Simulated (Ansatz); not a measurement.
Ag₂Cl₂⁻ was relaxed with r2SCAN-D4 (def2-SVPD) in Ansatz in these states: charge -1 doublet, charge -1 quartet. The geometries follow in no particular order.

In the def2 sets Ag takes a core potential; there is no spin–orbit coupling.

A:

```xyz
4

Ag   -0.2345   -0.5210    0.3155
Ag    1.0234    1.6218   -1.1010
Cl   -1.4318    1.5385   -0.0702
Cl    0.6428   -2.6394    0.8557
```

B:

```xyz
4

Ag   -0.4938   -0.5445   -0.7174
Ag    2.4888   -0.4830   -0.4015
Cl    0.6746    0.7798    1.0250
Cl   -2.6696    0.2477    0.0939
```

Problem. Judge from the bond lengths which geometry belongs to which state (an estimate).

Solution. A is the charge -1 doublet (Ag1–Ag2 2.860 Å, Ag1–Cl4 2.356 Å, Ag1–Cl3 2.413 Å); B is the charge -1 quartet (Ag1–Ag2 3.000 Å, Ag1–Cl4 2.454 Å, Ag1–Cl3 2.481 Å).

At r2SCAN-D4/def2-SVPD the highest occupied level of the charge -1 quartet lies above zero (up to 0.27 eV). It is a level of α spin, whose loss leaves a triplet; that state wasn't run at this geometry and level. The electron is either unbound and held by the finite basis, or the level is raised by self-interaction error. At PBE0-D4/def2-TZVPD a doublet lies 3.70 eV below the charge -1 quartet. These are the stationary points nearest to one start from a short search; other shapes may lie lower in each state.
